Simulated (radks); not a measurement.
Spherical quantum dot in the effective-mass picture: electrons in a hard-walled sphere of radius 1.39, all in effective atomic units (hartree* = m*/eps^2 hartree, bohr* = eps/m* bohr), one dielectric constant everywhere. Calculated with a radial shooting solver with Libxc functionals: non-relativistic Kohn-Sham, LDA (Slater exchange, Perdew-Wang correlation), spin-polarised, spherical densities. Levels are named by radial order and angular momentum (1s, 1p, 1d, 2s, ...), and open shells are averaged over m.

N = 38, configuration 1s2 1p6 1d10 2s2 1f14 1g(up 4, down 0). This is the lowest configuration that the search found. Occupied and some empty levels:

level    occupation  eigenvalue (hartree*)  <r> (bohr*)
1s up             1                 39.067       0.8768
1s down           1                 39.154       0.8745
1p up             3                 40.667       0.9348
1p down           3                 40.765       0.9336
1d up             5                 43.227       0.9772
1d down           5                 43.333       0.9765
1f up             7                 46.619        1.010
1f down           7                 46.731        1.010
2s up             1                 47.306       0.6361
2s down           1                 47.348       0.6371
1g up             4                 50.774        1.037
1g down           0                 50.889        1.037
2p up             0                 52.041       0.7309
2p down           0                 52.091       0.7310
1h up             0                 55.646        1.059
1h down           0                 55.764        1.059
2d up             0                 57.555       0.7937
2d down           0                 57.613       0.7935
3s up             0                 59.832       0.6632
3s down           0                 59.881       0.6636

Energy (hartree*): total 1040.60, kinetic 408.53, external 0, Hartree 681.76, exchange-correlation -49.700.

Electron density:

r (bohr*)  n(r) (e/bohr*^3)
0.0395                3.639
0.109                 3.522
0.178                 3.312
0.247                 3.038
0.316                 2.748
0.385                 2.499
0.455                 2.359
0.524                 2.400
0.593                 2.677
0.662                 3.217
0.731                 3.991
0.800                 4.895
0.870                 5.747
0.939                 6.300
1.01                  6.301
1.08                  5.599
1.15                  4.244
1.22                  2.521
1.28                 0.9921
1.35                 0.1173
